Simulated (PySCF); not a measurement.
## From computed data to an observable: entropy of an ideal gas

Si(H)3(Cl) anion (ClH₃Si), SMILES [SiH3]Cl (connectivity only; charge and spin as stated), charge -1, multiplicity 2.

Coordinates come from a PBE-D3(BJ)/def2-TZVPD optimisation. The spin state was assumed, not searched. The isomer is the one that the SMILES or the coordinates give; other isomers of the formula were not compared.

PBE-D3(BJ)/def2-TZVPD (PySCF) gives the harmonic wavenumbers 199, 370, 403, 797, 908, 928, 1755, 2038, 2052 cm⁻¹ and the rotational temperatures 4.9543, 0.2158, 0.2140 K. The molar mass is 66.56 g/mol, the symmetry number 1, the spin multiplicity 2.

### Question
Work out the entropy at 298.15 K and 1 atm in the rigid-rotor, harmonic-oscillator model.

### Answer

Translation (Sackur–Tetrode at 1 atm): S = R[1.5 ln M + 2.5 ln T − 1.16487] = 161.1 J/(mol K).
Rotation: q = (√π/σ) T^1.5/√(θA θB θC) = 19100, S = R[ln q + 3/2] = 94.4 J/(mol K).
Vibration: with u = 1.4388 ν/T, each mode gives R[u/(e^u − 1) − ln(1 − e^−u)]:
| ν (cm⁻¹) | modes | u | S (J/(mol K)) |
|---|---|---|---|
| 199 | 1 | 0.96 | 8.96 |
| 370 | 1 | 1.79 | 4.52 |
| 403 | 1 | 1.94 | 3.98 |
| 797 | 1 | 3.85 | 0.88 |
| 908 | 1 | 4.38 | 0.57 |
| 928 | 1 | 4.48 | 0.52 |
| 1755 | 1 | 8.47 | 0.02 |
The stiffer modes add less than 0.005 each. Sum 19.5 J/(mol K).
Spin: R ln 2 = 5.8 J/(mol K).
Total 280.7 J/(mol K); the program's own thermochemistry gives 280.7. Translation makes up 57 % and vibration 7 %. Anharmonicity, hindered rotation and orbital degeneracy are left out.
